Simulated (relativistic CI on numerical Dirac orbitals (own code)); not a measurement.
# Slater and spin-orbit integrals, Sn⁷⁺

Computed by Dirac-Coulomb-Breit CI, separate exchange-only KLI orbitals for each configuration, model QED, unscaled Slater integrals (own radial code, finite nucleus).

Slater integrals F^k, G^k are unscaled and averaged over j, outside the closed core [Ar] 3d10; ζ comes from projecting the Hamiltonian with its Breit term on Σ l·s of the shell.

- 4s²4p⁶4d⁷: F^2(4d,4d) = 103240, F^4(4d,4d) = 68922, ζ(4d) = 3817.3 cm⁻¹; <r>(4d) = 0.9824, <r^2>(4d) = 1.114 (bohr units).
- 4s²4p⁶4d⁶5s: F^2(4d,4d) = 104690, F^4(4d,4d) = 69974, ζ(4d) = 3973.4, G^2(4d,5s) = 18501 cm⁻¹; <r>(4d) = 0.9689, <r^2>(4d) = 1.083, <r>(5s) = 1.746, <r^2>(5s) = 3.395 (bohr units).
- 4s²4p⁶4d⁶4f: F^2(4d,4d) = 103950, F^4(4d,4d) = 69432, ζ(4d) = 3916.6, F^2(4d,4f) = 78630, F^4(4d,4f) = 49742, G^1(4d,4f) = 93774, G^3(4d,4f) = 57681, G^5(4d,4f) = 40476, ζ(4f) = 14.529 cm⁻¹; <r>(4d) = 0.9755, <r^2>(4d) = 1.098, <r>(4f) = 1.386, <r^2>(4f) = 2.298 (bohr units).

Q: Give the Racah parameters of the d shell in 4s²4p⁶4d⁷.

A: B = F²/49 − 5F⁴/441 = 1325 cm⁻¹ and C = 35F⁴/441 = 5470 cm⁻¹.

Averages of the first 10 configurations, taken without configuration mixing, which lowers the lowest level and can move excited configurations by several eV; other configurations of the list can lie among them:

```tsv
Configuration	Parity	States	Average energy above the lowest level (eV)
4s²4p⁶4d⁷	even	120	4.4
4s²4p⁶4d⁶5s	even	420	45.5
4s²4p⁶4d⁶4f	odd	2940	72.6
4s²4p⁵4d⁸	odd	270	79.0
4s²4p⁶4d⁶5p	odd	1260	59.0
4s²4p⁶4d⁵5s²	even	252	90.9
4s²4p⁴4d⁹	even	150	155.2
4s4p⁶4d⁸	even	90	129.4
4s²4p⁶4d⁵5s5p	odd	3024	103.3
4s²4p⁶4d⁶5d	even	2100	78.8
```
